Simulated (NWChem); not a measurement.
# TeCl$_{2}$; SMILES Cl[Te]Cl

All runs: NWChem. All runs use the structure optimised with PBE0/def2-SVP. def2 effective core potentials on Te; no spin-orbit coupling. Level B3LYP/def2-SVP: single points from the atomic guess with DIIS by default; each run changes one setting, and all converged runs end within 0.3 mHa of each other. NWChem's automatic level shift, which a small gap switches on, acted in some of these runs.

Which setting needs the most SCF iterations, or fails (defaults; occupation smearing of 0.005 Ha; core-Hamiltonian guess; level shift of 0.5 Ha throughout; no level shifting)?

core-Hamiltonian guess, with 21 against 7 for the defaults.
```json
[
 {"setting": "defaults", "SCF iterations": "7"},
 {"setting": "no level shifting", "SCF iterations": "7"},
 {"setting": "occupation smearing of 0.005 Ha", "SCF iterations": "7"},
 {"setting": "core-Hamiltonian guess", "SCF iterations": "21"},
 {"setting": "level shift of 0.5 Ha throughout", "SCF iterations": "13"}
]
```
